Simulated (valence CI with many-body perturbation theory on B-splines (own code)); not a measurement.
Values are calculated unless marked as measured or tabulated.
Hyperfine factors and g values of Ru31+

Level of theory: relativistic CI+MBPT: three valence electrons over a frozen Dirac-Fock core [Ne], radial functions for each j: 11 s, 11 p, 10 d, 8 f, 5 g, 2 h, with the one-electron correlation potential Σ1 (screened to all orders), the two-electron term Σ2, the three-electron term Σ3, Breit, model QED; selected single and double excitations, second order for the rest, scaled by the run's own slope (own B-spline code, finite nucleus).

The last digits are not significant, and no measured levels were compared; by estimate large intervals hold to a few tenths of a per cent, small ones and those within an open d or f shell to about a per cent.

A/g_I is the dipole constant over the nuclear g factor μ/I (μ in nuclear magnetons, uniformly magnetised nucleus), B/Q the quadrupole constant per barn. Both hold the static response of the core; the bare values leave it out. Large factors of s and p1/2 electrons are usually good to 5 to 10 %; those of open d and f shells near neutrality can be off by tens of per cent, and small factors of p3/2, d and f electrons come from cancelling terms and can be off by a factor of two or in sign, in half-filled shells by more. B is blank for J = 1/2, where it vanishes, and for nearly pure S terms. Energies count from the lowest level.

Names give the largest LS component (configuration and term), which can be under half, so a name can repeat, a term be missing and a line seem to break the LS rules; names also repeat where a configuration has a term twice. Letters in brackets count levels of one name in rising energy.

| Level | E (cm⁻¹) | g | A/g_I (MHz) | A/g_I bare | B/Q (MHz/b) | B/Q bare |
| --- | --- | --- | --- | --- | --- | --- |
| 3s2 3p 2P°_1/2 | 0 | 0.661 | 205000 | 199000 |  |  |
| 3s2 3p 2P°_3/2 | 254440 | 1.330 | 35800 | 35700 | 65400 | 63900 |
| 3s 3p2 4P_1/2 | 584440 | 2.473 | 540000 | 525000 |  |  |
| 3s 3p2 4P_3/2 | 752650 | 1.697 | 167000 | 163000 | 53000 | 51800 |
| 3s 3p2 4P_5/2 | 814300 | 1.437 | 185000 | 180000 | 6500 | 6410 |
| 3s 3p2 2D_3/2 | 912080 | 0.881 | -4700 | -3720 | 63100 | 61800 |
| 3s 3p2 2P_1/2 | 984870 | 1.141 | -53300 | -50500 |  |  |
| 3s 3p2 2D_5/2 | 1044500 | 1.349 | 142000 | 138000 | 41200 | 40400 |
| 3s2 3d 2D_3/2 | 1198000 | 0.995 | -6230 | -4720 | -17200 | -16300 |
| 3s 3p2 2S_1/2 | 1241100 | 1.711 | 618000 | 598000 |  |  |
| 3s2 3d 2D_5/2 | 1284700 | 1.203 | 36700 | 36500 | 32200 | 32300 |
| 3s 3p2 2P_3/2 | 1287600 | 1.080 | -55600 | -52400 | -9280 | -8900 |
| 3p3 2P°_3/2 [a] | 1537800 | 1.237 | 21000 | 21900 | 53400 | 52400 |
| 3s 3p 3d 4F°_3/2 | 1639600 | 0.537 | -53600 | -51200 | 17500 | 17700 |
| 3s 3p 3d 4F°_5/2 [a] | 1663000 | 1.105 | 138000 | 135000 | -14700 | -13800 |
| 3s 3p 3d 4F°_5/2 [b] | 1717900 | 1.151 | 30500 | 30700 | -2850 | -2190 |
| 3p3 4S°_3/2 | 1722800 | 1.418 | -26900 | -23600 | -11900 | -11500 |
| 3s 3p 3d 4F°_7/2 | 1765600 | 1.258 | 112000 | 109000 | 2460 | 3360 |
| 3s 3p 3d 4D°_3/2 | 1778600 | 1.340 | 87900 | 86700 | 12200 | 12000 |
| 3s 3p 3d 4D°_1/2 | 1780400 | 0.294 | -227000 | -218000 |  |  |
| 3s 3p 3d 4P°_5/2 | 1788300 | 1.426 | 107000 | 105000 | 20200 | 20200 |
| 3p3 2P°_1/2 | 1856200 | 0.659 | 180000 | 174000 |  |  |
| 3s 3p 3d 2F°_5/2 [a] | 1896800 | 0.933 | 30700 | 30300 | 49100 | 48700 |
| 3s 3p 3d 4F°_9/2 | 1931800 | 1.330 | 89100 | 87400 | 80400 | 79500 |
| 3s 3p 3d 2D°_3/2 [a] | 1939100 | 0.965 | -45900 | -43500 | 15400 | 15300 |
| 3s 3p 3d 4D°_5/2 | 1965500 | 1.327 | 99900 | 98100 | -514 | -736 |
| 3s 3p 3d 4P°_3/2 | 1968700 | 1.419 | 153000 | 149000 | -15100 | -15000 |
| 3s 3p 3d 4D°_7/2 | 1969300 | 1.370 | 104000 | 102000 | 8880 | 8940 |
| 3s 3p 3d 4P°_1/2 | 1969900 | 2.396 | 339000 | 330000 |  |  |
| 3s 3p 3d 2P°_3/2 [a] | 1998700 | 1.386 | -18600 | -15800 | -35100 | -34400 |
| 3s 3p 3d 2D°_5/2 [a] | 2039500 | 1.295 | 131000 | 127000 | -28500 | -27600 |
| 3s 3p 3d 2D°_3/2 [b] | 2096900 | 1.019 | -3780 | -2530 | -25800 | -25000 |
| 3s 3p 3d 2F°_7/2 [a] | 2112400 | 1.144 | 19100 | 19600 | 79000 | 78300 |
| 3s 3p 3d 2F°_5/2 [b] | 2187800 | 0.910 | -31400 | -29300 | 57100 | 56600 |
| 3s 3p 3d 2F°_7/2 [b] | 2189700 | 1.167 | 62700 | 61600 | 64800 | 64300 |
| 3s 3p 3d 2P°_1/2 [a] | 2193900 | 0.634 | -144000 | -138000 |  |  |
| 3s 3p 3d 2P°_1/2 [b] | 2233300 | 0.663 | 38900 | 37800 |  |  |
| 3s 3p 3d 2P°_3/2 [b] | 2262600 | 1.278 | 150000 | 146000 | 17700 | 17800 |
| 3s 3p 3d 2D°_5/2 [b] | 2271600 | 1.139 | -40900 | -38100 | -30300 | -29100 |
| 3p3 2P°_3/2 [b] | 2295700 | 1.100 | 6910 | 7960 | -55800 | -54500 |

Take the isotope of mass number 99, with I = 5/2, μ = -0.641 μN and Q = 0.079 b. What is the hyperfine structure of 3s 3p2 2P_1/2?

From the table A = 13700 MHz. Shifts from the centre of gravity in MHz: F = 2: -24000, F = 3: 17100.
